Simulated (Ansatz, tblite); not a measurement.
Removing an electron: (NaF)3 ring (Na₃F₃). Total charge 0; singlet. Geometry: PBE-D4/def2-SVP. Ansatz, gas phase; energy differences of separate SCF runs; the oxidised species was run as a doublet alone.

```xyz
6

Na    0.254   -1.902   -0.589
F    -1.367   -0.878   -1.275
Na   -1.582    1.049   -0.651
F    -0.261    1.957    0.606
Na    1.328    0.852    1.239
F     1.628   -1.080    0.670
```

The xTB rows come from tblite. HOMO above LUMO, or a gap near zero within one spin, warns that the state may not be the lowest or that an electron is smeared out.

**Question.** Estimate orbital energies and vertical ionisation energies at: GFN1-xTB; GFN2-xTB; PBE-D4/def2-TZVP; r2SCAN-D4/def2-TZVP; PBE0-D4/def2-TZVP.

**Answer.** 
| level | −HOMO (eV) | vertical IE (eV) | −LUMO (eV) | HOMO–LUMO gap (eV) | remarks |
| --- | --- | --- | --- | --- | --- |
| GFN1-xTB | 9.87 | 12.88 | 5.64 | 4.23 | – |
| GFN2-xTB | 10.05 | 13.34 | 7.46 | 2.59 | – |
| PBE-D4/def2-TZVP | 6.17 | 9.38 | 1.09 | 5.08 | gap within one spin near zero (+1 doublet) |
| r2SCAN-D4/def2-TZVP | 6.52 | 9.61 | 0.44 | 6.08 | gap within one spin near zero (+1 doublet) |
| PBE0-D4/def2-TZVP | 8.07 | 10.22 | 0.50 | 7.57 | – |

  Raw xTB energy differences between charge states are shifted by several eV; the methods need an empirical correction for them.
